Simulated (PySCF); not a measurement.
C₃H₈O₂Si. Atoms are numbered in the order given.

```xyz
14

O      2.6650    -0.0358     0.5299
C      1.7645     0.0788    -0.5731
Si     0.0238     0.4401     0.0896
C     -1.0663    -0.9477     0.7995
O     -2.1837    -0.4638     0.0157
C     -1.5649     0.3967    -0.9672
H      2.7204     0.8334     0.9497
H      2.1037     0.8259    -1.3218
H      1.7761    -0.8941    -1.0931
H      0.1518     1.6394     0.9806
H     -0.7752    -1.9765     0.5031
H     -1.3245    -0.9638     1.8717
H     -2.1626     1.3129    -1.1127
H     -1.4727    -0.1084    -1.9511
```

Geometry optimised at r2SCAN-D4/def2-SVP. The structure was generated by enumeration, and PubChem lists no compound with its InChIKey, so it may never have been made. Other conformers were not sampled.

Method: SMD-PBE0/def2-SVP (PySCF).

Solvation free energies are E(SMD) − E(gas) at the gas-phase geometry, for 1 M in both phases. In vacuum the dipole moment is 2.23 D.

### Question
Rank water, n-hexane, N,N-dimethylformamide by solvation free energy, most negative first.

### Answer
water (-6.6 kcal/mol), N,N-dimethylformamide (-5.6 kcal/mol), n-hexane (-3.0 kcal/mol)
